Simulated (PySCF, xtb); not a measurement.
B(F)2(Et) (C₂H₅BF₂), SMILES CCB(F)F. The values are those of a single conformer.

Harmonic wavenumbers (cm⁻¹) from GFN2-xTB (xtb) at its own minimum, in rising order: 35, 166, 186, 380, 404, 464, 730, 754, 984, 1017, 1087, 1219, 1231, 1288, 1327, 1417, 1456, 1500, 1504, 2951, 2976, 3038, 3047, 3052.

What does TPSSh-D3(BJ)/def2-SVP run with PySCF 2.14.0 give at its own minimum? (An estimate is asked for; the answer gives what the named calculation found.)

35, 182, 208, 407, 452, 507, 747, 762, 978, 1007, 1068, 1228, 1256, 1382, 1411, 1424, 1434, 1498, 1499, 3018, 3037, 3051, 3119, 3121. Paired by order, the mean absolute difference is 31 cm⁻¹ and the zero-point energies are 46.1 and 46.9 kcal/mol.
